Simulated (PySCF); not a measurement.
An unknown is described by computed data only.

Formula: C8H6FN.

* Triplet: lowest triplet excitation (Tamm–Dancoff): 2.78 eV [TDA wB97X-D/def2-SVPD]
* 13C NMR: chemical shifts (computed TMS as zero) by class: 144.0 (1 C), 130.6 (1 C), 129.1 (1 C), 128.2 (1 C), 124.4 (1 C), 115.5 (1 C), 100.8 (1 C), 96.4 (1 C) ppm [GIAO HF/pcSseg-1]
* Rotational structure: rotational constants A, B, C: 2.661, 1.337, 0.890 GHz [PBE0-D3(BJ)/def2-SVP]
* UV, first state: lowest singlet excitation: 3.85 eV (322 nm, f = 0.057) [TDDFT wB97X-D/def2-SVPD]
* Valence photoelectron: vertical ionisation energy: 7.32 eV [ΔSCF wB97X-D/def2-SVPD]
* NMR, other nuclei: isotropic shieldings of nuclei other than C and H, by class: 75 (1 N), 370 (1 F) ppm [GIAO HF/pcSseg-1]
* UV, strongest line: among the 10 lowest singlet transitions: S4 at 5.99 eV (207 nm, f = 0.677) [TDDFT wB97X-D/def2-SVPD]

The electronic properties come from PySCF, for the isolated species, density fitting. Levels stand in brackets. Isolated species at its PBE0-D3(BJ)/def2-SVP geometry, gas phase. NMR values are class means; diastereotopic atoms form classes of their own.

**Question.** Give a SMILES that accounts for the data.

**Answer.** Numbering: `[F:1][c:2]1[cH:3][cH:4][c:5]2[cH:6][cH:7][cH:8][cH:9][n:10]12`. Its formula, C8H6FN, gives 6 degrees of unsaturation: 2 rings and 4 π bonds in the structure found (Kekulé form). 8 carbons fall into 8 classes; from least to most shielded: aromatic C–F carbon [C2] (144.0 ppm), ring-fusion aromatic carbon [C5] (130.6 ppm), aromatic CH next to a ring nitrogen [C9] (129.1 ppm), aromatic CH carbon [C6] (128.2 ppm), aromatic CH carbon [C7] (124.4 ppm), aromatic CH carbon [C8] (115.5 ppm), aromatic CH carbon [C4] (100.8 ppm), aromatic CH carbon [C3] (96.4 ppm). The other shieldings belong to: 75 ppm, pyrrole-type nitrogen [N10]; 370 ppm, aryl fluorine [F1]. The first electron is taken from the HOMO, whose largest Löwdin shares are 0.18 on an aromatic CH carbon, 0.15 on the aromatic C–F carbon, 0.12 on an aromatic CH carbon and 0.11 on the ring-fusion aromatic carbon. The optimised geometry has point group Cs and is an asymmetric top. Structure: `Fc1ccc2ccccn12`. Computed isomers that give other values at the same levels: `N#CCc1ccccc1F` (rotational constant A: 2.332 GHz; this holds for the one conformer computed); `N#CCc1cccc(F)c1` (smallest rotational constant: 0.691 GHz; this holds for the one conformer computed); `N#CCc1ccc(F)cc1` (lowest singlet excitation: 5.35 eV (232 nm, f = 0.011)). The assignments are read from this structure; whether some other isomer fits the data as well wasn't checked.
